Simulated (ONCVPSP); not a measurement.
Ni ONCV: all-electron and pseudo phase curves

```
Element                 : nickel
Generator               : ONCVPSP 4.0.1
Type                    : optimised norm-conserving Vanderbilt (ONCV)
Functional              : Wu-Cohen
Relativity              : scalar-relativistic
Frozen core             : [Ne]
Valence charge          : 18
Reference configuration : 3s2 3p6 3d8 (charge +2)
Partial waves           : 3s: rc 1.10 bohr, ncon 4, nbas 7, qcut 10.1 1/bohr, 3 projectors, debl 2.7 Ha; 3p: rc 1.00 bohr, ncon 4, nbas 8, qcut 12 1/bohr, 2 projectors, debl 2.5 Ha; 3d: rc 0.85 bohr, ncon 3, nbas 7, qcut 16.8 1/bohr, 2 projectors, debl 0.5 Ha
Local potential         : polynomial inside 0.65 bohr (lpopt 5, dvloc0 6 Ha)
Core correction         : none
```

In the s channel the program set the typed energies aside and used -4.796, 0.250, 2.950 Ha. In the p channel the program set the typed energies aside and used -3.344, 0.250 Ha. In the d channel the program set the typed energies aside and used -1.043, 0.250 Ha.

The phase is arctan(r·R′/R) of the radial function R(r), unwrapped; energies in Ha, scanned from -6 to 5 Ha. A pole is an energy at which the radial function vanishes at the test radius. The pseudo phase is shifted by a multiple of π to meet the all-electron one at the reference energy, and phase errors are pseudo minus all-electron; the curves can meet again beyond the range given. Levels narrower than the energy grid can be missing from the lists of poles.

Task: For each channel, where are the poles, and over which energies does the pseudopotential scatter like the atom?

Result:

| channel | radius (bohr) | reference energy (Ha) | poles, all-electron | poles, pseudo | unbroken range about the reference energy with phases within 0.05 rad | phase error 1 Ha above the reference energy (rad) |
| --- | --- | --- | --- | --- | --- | --- |
| s | 1.12 | -4.80 | -3.42 | -3.42 | the whole range | -0.000 |
| p | 1.01 | -3.34 | -0.89 | -0.89 | the whole range | -0.000 |
| d | 0.86 | -1.04 | 2.95 | 2.95 | the whole range | -0.000 |

Phases in the s channel:

```json
{"E (Ha)": "-5.96", "all-electron": "-0.368", "pseudo": "-0.368"}
{"E (Ha)": "-5.68", "all-electron": "-0.703", "pseudo": "-0.703"}
{"E (Ha)": "-5.40", "all-electron": "-0.957", "pseudo": "-0.957"}
{"E (Ha)": "-5.12", "all-electron": "-1.136", "pseudo": "-1.136"}
{"E (Ha)": "-4.84", "all-electron": "-1.263", "pseudo": "-1.263"}
{"E (Ha)": "-4.56", "all-electron": "-1.356", "pseudo": "-1.356"}
{"E (Ha)": "-4.28", "all-electron": "-1.427", "pseudo": "-1.427"}
{"E (Ha)": "-4.00", "all-electron": "-1.483", "pseudo": "-1.483"}
{"E (Ha)": "-3.72", "all-electron": "-1.529", "pseudo": "-1.529"}
{"E (Ha)": "-3.44", "all-electron": "-1.568", "pseudo": "-1.568"}
{"E (Ha)": "-3.16", "all-electron": "-1.602", "pseudo": "-1.602"}
{"E (Ha)": "-2.88", "all-electron": "-1.632", "pseudo": "-1.632"}
{"E (Ha)": "-2.60", "all-electron": "-1.659", "pseudo": "-1.659"}
{"E (Ha)": "-2.32", "all-electron": "-1.685", "pseudo": "-1.685"}
{"E (Ha)": "-2.04", "all-electron": "-1.709", "pseudo": "-1.709"}
{"E (Ha)": "-1.76", "all-electron": "-1.732", "pseudo": "-1.732"}
{"E (Ha)": "-1.48", "all-electron": "-1.756", "pseudo": "-1.756"}
{"E (Ha)": "-1.20", "all-electron": "-1.779", "pseudo": "-1.779"}
{"E (Ha)": "-0.92", "all-electron": "-1.803", "pseudo": "-1.803"}
{"E (Ha)": "-0.64", "all-electron": "-1.828", "pseudo": "-1.828"}
{"E (Ha)": "-0.36", "all-electron": "-1.854", "pseudo": "-1.854"}
{"E (Ha)": "-0.08", "all-electron": "-1.882", "pseudo": "-1.882"}
{"E (Ha)": "0.20", "all-electron": "-1.913", "pseudo": "-1.913"}
{"E (Ha)": "0.48", "all-electron": "-1.946", "pseudo": "-1.946"}
{"E (Ha)": "0.76", "all-electron": "-1.983", "pseudo": "-1.983"}
{"E (Ha)": "1.04", "all-electron": "-2.026", "pseudo": "-2.026"}
{"E (Ha)": "1.32", "all-electron": "-2.075", "pseudo": "-2.075"}
{"E (Ha)": "1.60", "all-electron": "-2.132", "pseudo": "-2.132"}
{"E (Ha)": "1.88", "all-electron": "-2.199", "pseudo": "-2.199"}
{"E (Ha)": "2.16", "all-electron": "-2.280", "pseudo": "-2.279"}
{"E (Ha)": "2.44", "all-electron": "-2.377", "pseudo": "-2.377"}
{"E (Ha)": "2.72", "all-electron": "-2.496", "pseudo": "-2.495"}
{"E (Ha)": "3.00", "all-electron": "-2.639", "pseudo": "-2.639"}
{"E (Ha)": "3.28", "all-electron": "-2.809", "pseudo": "-2.809"}
{"E (Ha)": "3.56", "all-electron": "-3.002", "pseudo": "-3.002"}
{"E (Ha)": "3.84", "all-electron": "-3.208", "pseudo": "-3.208"}
{"E (Ha)": "4.12", "all-electron": "-3.411", "pseudo": "-3.411"}
{"E (Ha)": "4.40", "all-electron": "-3.596", "pseudo": "-3.596"}
{"E (Ha)": "4.68", "all-electron": "-3.756", "pseudo": "-3.756"}
{"E (Ha)": "4.96", "all-electron": "-3.889", "pseudo": "-3.889"}
```
